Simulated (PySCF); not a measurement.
# How methods differ on the ionisation energy of V²⁺

V²⁺ [Ar] 3d3 (4F) → V³⁺ [Ar] 3d2 (3F), as a difference of total energies. All numbers are calculated (PySCF 2.14, the spin-free X2C one-electron Hamiltonian (Gaussian nucleus), in ANO-RCC-VTZP). Correlated levels: valence: [Ar] frozen. The calculations carry no spin-orbit coupling.

```
           method  ionisation energy (eV)  plus first-order spin-orbit estimate  error of that sum (eV)
              UHF                  28.260                                28.252                  -1.059
    MP2 (valence)                  28.642                                28.633                  -0.678
SCS-MP2 (valence)                  28.387                                28.379                  -0.932
   CCSD (valence)                  28.706                                28.698                  -0.613
CCSD(T) (valence)                  28.708                                28.700                  -0.611
```

Reference: 29.311 eV (measured; NIST Atomic Spectra Database, ionization energies).

A first-order spin-orbit estimate (lowest level to lowest level, LS coupling) adds -0.008 eV.

Errors of the correlated levels include the incompleteness of this basis and the frozen core.
